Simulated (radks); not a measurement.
Valence configurations of the selenium ion Se2+ (all share [Ar]). Calculated with a radial shooting solver on a logarithmic mesh with Libxc functionals: Dirac Kohn-Sham, BLYP, spin-unpolarised, spherical densities, finite nucleus; open shells are shared between the two j in proportion to 2j + 1; Fermi nuclear charge, rms radius 4.14 fm. Energies are relative to 3d10 4s2 4p2; eigenvalues in eV.

valence	E (eV)	e(3d3/2)	e(3d5/2)	e(4p1/2)	e(4p3/2)	e(4s1/2)
3d10 4s2 4p2	0.000	-76.189	-75.290	-25.726	-25.207	-37.563
3d9.5 4s2 4p2.5	26.384	-82.391	-81.467	-26.918	-26.358	-39.158
3d10 4s1.5 4p2.5	6.112	-76.976	-76.077	-26.085	-25.557	-37.996
3d10 4s1 4p3	12.262	-77.750	-76.850	-26.436	-25.901	-38.418
3d9 4s2 4p3	55.316	-88.718	-87.768	-28.093	-27.493	-40.723
3d8.5 4s2 4p3.5	86.862	-95.165	-94.189	-29.254	-28.614	-42.260
3d9 4p5	81.644	-91.591	-90.639	-29.381	-28.753	-
3d6.5 4s2 4p5.5	240.48	-122.10	-121.02	-33.795	-32.990	-48.181
3d10 4p4	24.676	-79.263	-78.361	-27.117	-26.567	-

NIST lists [Ar] 3d10 4s2 4p2 as the ground configuration; this level of theory agrees among the configurations tried. The energies are those of spherical spin-averaged densities, not of single terms.
